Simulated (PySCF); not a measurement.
As⁺ (arsenic, charge +1) across methods

[Ar] 3d10 4s1 4p2 4d1, one real determinant (an excited configuration). Calculation: PySCF 2.14, in aug-cc-pVTZ-DK (7s6p4d2f, 59 functions); the spin-free X2C one-electron Hamiltonian (Gaussian nucleus).

| method | E (hartree) | mean ε 4s α (eV) | mean ε 4p α (eV) | mean ε 4d α (eV) | Σ⟨r²⟩ (bohr²) | ⟨S²⟩ |
| --- | --- | --- | --- | --- | --- | --- |
| TPSS | -2259.611 | -28.286 | -17.517 | -5.722 | 40.10 | 6.001 |
| B3LYP | -2259.689 | -29.612 | -18.409 | -6.102 | 40.28 | 6.000 |
| UHF | -2258.03714 | -35.301 | -22.558 | -7.391 | 41.12 | 6.001 |
| r2SCAN | -2259.638 | -28.957 | -17.943 | -5.726 | 40.25 | 6.001 |
| LDA | -2256.194 | -28.290 | -17.491 | -5.730 | 39.87 | 6.001 |
| TPSSh | -2259.602 | -29.038 | -18.064 | -5.920 | 40.11 | 6.001 |
| HSE06 | -2259.387 | -29.646 | -18.399 | -5.912 | 40.22 | 6.001 |
| PBE | -2259.347 | -28.113 | -17.409 | -5.774 | 40.04 | 6.001 |

(1) Estimate the same row for PBE0.

⟨L²⟩ = 7.75 against 12 for a pure F term, so this real determinant mixes terms. The outer electron is Rydberg-like, and this basis confines it to a smaller radius and binds it less than a complete one would.

Results:

(1) E (hartree) = -2259.391; mean ε 4s α (eV) = -30.066; mean ε 4p α (eV) = -18.826; mean ε 4d α (eV) = -6.272; Σ⟨r²⟩ (bohr²) = 40.12; ⟨S²⟩ = 6.001.
